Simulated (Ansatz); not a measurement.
Species: H$_{11}$FSi$_{5}$, SMILES `F[SiH2][Si]([SiH3])([SiH3])[SiH3]` (F–Si–Si–Si torsion 180°) (charge 0, multiplicity 1).

Q: Give a relaxed geometry from Ansatz (a first-principles code) with PBE0-D3(BJ)/def2-SVP.

A: This is not unique; one that fits is the end point of this relaxation, one of several conformers (outside a Z-matrix the atoms follow the SMILES, hydrogens last).
Z-matrix (Å, degrees):
```
Si
Si 1 2.3363
F 2 1.6325 1 108.68
H 2 1.4929 3 107.87 1 120.91
H 2 1.4929 4 109.49 3 -117.14
Si 1 2.3428 2 109.21 4 -178.84
H 6 1.4942 1 109.94 2 61.84
H 6 1.4953 7 109.12 1 -120.45
H 6 1.4954 7 109.16 8 -118.96
Si 1 2.3428 2 109.21 4 -58.58
H 10 1.4942 1 109.94 2 -61.84
H 10 1.4953 11 109.12 1 120.45
H 10 1.4954 11 109.16 12 118.96
Si 1 2.3440 2 108.92 4 61.29
H 14 1.4949 1 109.50 2 -180.00
H 14 1.4954 15 108.97 1 120.67
H 14 1.4954 15 108.97 16 118.67
```
